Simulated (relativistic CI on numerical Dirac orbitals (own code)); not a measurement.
## Sensitivity of the levels of Nd XVI to α and to the nuclear radius

These numbers are calculated, not measured: Dirac-Coulomb-Breit CI, KLI orbitals optimised for each configuration, derivatives by finite differences, unscaled Slater integrals, QED left out (own radial code, finite nucleus).

CI space (outside the closed core [Ar] 3d10): 4s2.4p6.4d9, 4s2.4p5.4d10, 4s2.4p6.4d8.4f, 4s.4p6.4d10, 4s2.4p6.4d8.5s, 4s2.4p5.4d9.4f, 4s2.4p6.4d8.5p, 4s.4p6.4d9.4f. Levels of other configurations are missing.

With x = (α/α₀)² − 1 an excitation energy changes as ω = ω₀ + qx; K = 2q/ω₀ is the relative enhancement. Terms are leading LS components, so labels can repeat. The field-shift factor is F = δν/δ⟨r²⟩ for the transition from the lowest level.

Lowest level 4s2.4p6.4d9 2D_5/2.

```
                  Level  ω₀ (cm⁻¹)  q (cm⁻¹)         K  F (GHz/fm²)
     4s2.4p6.4d9 2D_3/2      35913     35830         2        0.525
   4s2.4p5.4d10 2P°_3/2     880860     43640    0.0991         3.91
 4s2.4p6.4d8.4f 4F°_7/2     961814     -1078  -0.00224         6.99
 4s2.4p6.4d8.4f 4F°_5/2     962288     -3885  -0.00807         6.92
 4s2.4p6.4d8.4f 4F°_9/2     967246      5002    0.0103         7.14
 4s2.4p6.4d8.4f 4D°_3/2     970476     -1725  -0.00355         6.97
 4s2.4p6.4d8.4f 2P°_1/2     973358     29230    0.0601         5.47
 4s2.4p6.4d8.4f 4D°_5/2     976040      1020   0.00209            7
 4s2.4p6.4d8.4f 4D°_7/2     981063      7133    0.0145          7.1
4s2.4p6.4d8.4f 4I°_15/2     981110     -2494  -0.00508         7.16
4s2.4p6.4d8.4f 4I°_13/2     984088     -3338  -0.00678         7.07
 4s2.4p6.4d8.4f 4F°_3/2     985147     17560    0.0357          7.3
4s2.4p6.4d8.4f 4H°_11/2     988691     -2854  -0.00577         7.08
4s2.4p6.4d8.4f 4H°_13/2     991351     -2431  -0.00491         7.14
 4s2.4p6.4d8.4f 4D°_1/2     994519     45440    0.0914         5.79
 4s2.4p6.4d8.4f 4H°_9/2     995374     -1981  -0.00398         7.13
 4s2.4p6.4d8.4f 2D°_3/2     997599     14600    0.0293         7.34
 4s2.4p6.4d8.4f 2F°_5/2    1000791     19890    0.0398         7.34
4s2.4p6.4d8.4f 4I°_11/2    1001475      7464    0.0149          7.3
 4s2.4p6.4d8.4f 4P°_5/2    1007070     26570    0.0528          7.5
 4s2.4p6.4d8.4f 2G°_7/2    1007752      2997   0.00595         6.95
 4s2.4p6.4d8.4f 4I°_9/2    1007934      8293    0.0165         7.21
 4s2.4p6.4d8.4f 4P°_1/2    1009693     31050    0.0615          7.5
```

At this charge energies of transitions that change n are usually good to better than 1 %, and those within a shell (Δn = 0) to a few per cent. Levels and lines within the n = 5 or 6 shells can be off by up to 10 % or somewhat more, and those that change n by about 2 %, since core polarisation is missing.
